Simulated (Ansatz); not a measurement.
A run for Ansatz (a quantum-chemistry and plane-wave program): U-HF/def2-TZVPP on CH3Si (SMILES C[Si]), 2S+1 = 2, atoms moved off the minimum.

Ansatz 0.2 input:
```yaml
crystal:
  periodic: [false, false, false]
  atoms:
    - {symbol: C, position_ang: [-1.08285374, 0.00302837, 0.06190380]}
    - {symbol: Si, position_ang: [0.86108884, 0.00855745, -0.00361929]}
    - {symbol: H, position_ang: [-1.44228309, -0.65604252, -0.92772928]}
    - {symbol: H, position_ang: [-1.55319483, 0.96697653, -0.09113213]}
    - {symbol: H, position_ang: [-1.54394788, -0.41808218, 0.97258112]}
basis:
  gaussian:
    orbitals: def2-TZVPP
hamiltonian:
  xc: {name: HF}
magnetization: {spin_polarized: true, initial_magnetization: 1}
output: {forces: true}
```

The head of its log:

```
WARN ansatz: RAYON_NUM_THREADS=1 ignored (pool sized by the plan → 1); use --threads N
Functional definition: HF
integrals: 0.03 GiB planned
743 factors; their error is unknown
mean field: 0.24 GiB planned
mean field evaluation 1: about -8936.3615 eV, gradient 1.8e1 eV
mean field evaluation 2: about -8937.9233 eV, gradient 8.7e0 eV
```

Q: Give the final energy of this run.

A: -328.4842 hartree.
